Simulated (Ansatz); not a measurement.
The cluster Sr5S4⁺, relaxed as a doublet with UKS PBE-D4/def2-SVP in Ansatz, starting from the GFN2-xTB geometry. Force threshold 0.03 eV/Å.

In the def2 sets Sr takes a core potential; there is no spin–orbit coupling. The structure comes from a short search, and lower isomers may exist.

Start:

```xyz
9

Sr   -0.635   -2.290   -0.856
Sr    2.057    3.061    1.009
Sr    3.536   -0.482   -0.756
Sr   -5.492   -2.659   -0.337
Sr   -2.012    1.098    0.789
S     1.947   -2.599   -1.435
S    -3.153   -1.334   -0.064
S     4.371    1.942    0.146
S    -0.620    3.262    1.504
```

Question: Estimate the energy that the relaxation releases and the steps that it takes.

Answer: 370.5 kJ/mol, in 49 steps; 8.1 min on 4 threads of Intel Xeon on a shared host. The force fell under the threshold at step 43, but the optimiser went on and released 0.029 eV more. No frequencies were taken in this run, so the end may be a saddle point.

Question: Does the start keep its bonding?

Answer: Bonds formed: Sr4–S9, Sr5–S6, Sr5–S8 (atoms count from 1). Metal–metal contacts that move far: Sr3–Sr5 5.97 to 4.02 Å, Sr4–Sr5 5.24 to 4.02 Å, Sr2–Sr5 4.52 to 4.02 Å.

Question: Predict the relaxed structure.

Answer: 
```xyz
9

Sr   -0.563   -3.343   -0.478
Sr    0.801    2.691    1.959
Sr    3.336   -0.766    0.030
Sr   -3.099    0.114    1.451
Sr   -0.209    0.575   -1.308
S     1.441   -1.874   -1.560
S    -2.386   -1.351   -0.716
S     2.252    1.715   -0.112
S    -1.574    2.238    0.733
```
Bond lengths (bridged metal pairs left out): 12 × S–Sr 2.71 to 2.97 Å.
